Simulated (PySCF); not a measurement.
# W: electron affinity

W⁻ [Xe] 4f14 5d5 6s2 (6S) → W [Xe] 4f14 5d4 6s2 (5D), as a difference of total energies. Calculation: PySCF 2.14, in x2c-TZVPPall with one added diffuse shell each of s, p, d, f type (12s8p8d4f1g, 113 functions); scalar relativity by spin-free X2C-1e. The calculations carry no spin-orbit coupling.

| method | electron affinity (eV) |
| --- | --- |
| UHF | 0.895 |
| PBEsol | 1.686 |
| wB97M-V | 1.143 |
| BHandHLYP | 0.998 |

The reference lies between the lowest fine-structure levels, while these numbers refer to the centres of the terms.

In the anion the highest occupied orbital energy is positive at PBEsol, BHandHLYP, a self-interaction effect; the basis confines that electron, and the energy difference can still be sensible.

For comparison: 0.817 eV (measured; photodetachment measurements, as compiled on the Wikipedia data page of electron affinities).
